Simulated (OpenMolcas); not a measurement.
# Tl+: effect of the level shift or regulariser

```
Program             : OpenMolcas
Basis               : ANO-RCC-VTZP [8s7p5d3f2g]
Scalar Hamiltonian  : DKH2, point nucleus
Active space        : 2 electrons in 4 orbitals (6s 6p)
State averaging     : 2S+1 = 3 even, 3 roots; 2S+1 = 1 even, 7 roots; 2S+1 = 3 odd, 3 roots; 2S+1 = 1 odd, 3 roots
Spin-orbit coupling : RASSI with atomic mean-field integrals over the reference wave functions, term energies averaged over their components
```

Methods on the same reference wave functions:
A. CASSCF
B. MS-CASPT2, IPEA 0.25 Eh, imaginary shift 0.1 Eh (closed shells correlated: 5d)
C. MS-CASPT2, IPEA 0.25 Eh, real shift 0.2 Eh (closed shells correlated: 5d)

Energies in cm⁻¹ above 6s² ¹S₀, the measured ground level; measured values from NIST Handbook of Basic Atomic Spectroscopic Data.

```
     Level       A       B       C  Measured
   6s² ¹S₀     0.0     0.0     0.0       0.0
6s 6p ³P°₀   43199   50780   50640     49451
6s 6p ³P°₁   45976   53400   53270     52394
6s 6p ³P°₂   52834   60410   60280     61728
6s 6p ¹P°₁   74733   74730   74700     75663
   6p² ³P₀  113234  120980  120890          
   6p² ³P₁  118475  126910  126790          
   6p² ¹S₀  147153  148650  148740
```

Deviations, from unrounded energies. A percentage is the sum of absolute deviations over the sum of measured energies, with the sign that they share, or ± where signs differ.

```csv
Against measurement,Levels,A,B,C
mean absolute deviation (cm-1),4,5600,1100,1100
other configurations (%),4,-9.4,±1.9,±1.9
```

B, C lie about equally close to measurement and A furthest from it. The largest miss of C in the table is 6s 6p ³P°₂, by -1400 cm-1. The ranking rests on the paired levels alone, and a cruder setting can come out closer through cancelling errors.

Between B and C the level of the table that moves most is 6s 6p ³P°₂, by 130 cm-1 (lowest in C, highest in B). Moves below CASPT2's spread within the term are not significant.

The lowest spin-free term lies below A's lowest term by 0.410 hartree in B, 0.409 hartree in C.

Over all roots computed the reference weight is 0.87 to 0.93 in B; the roots of lowest weight are the least certain, and an intruder state may touch them. The ¹D term of p² mixes with s d, which this space lacks. Spin-orbit splittings of 6p shells tend to come out small when the coupling is added on scalar orbitals. Measured partners are found by configuration, term and J. A level has none where our copy of the source lacks it or the pairing is in doubt (some pairs that miss far off the trend of their configuration count as doubtful), and it then counts in no deviation. Levels of configurations outside the active space are missing. The table leaves out levels that lie high or whose names do not pair safely across all columns.

° marks odd parity.
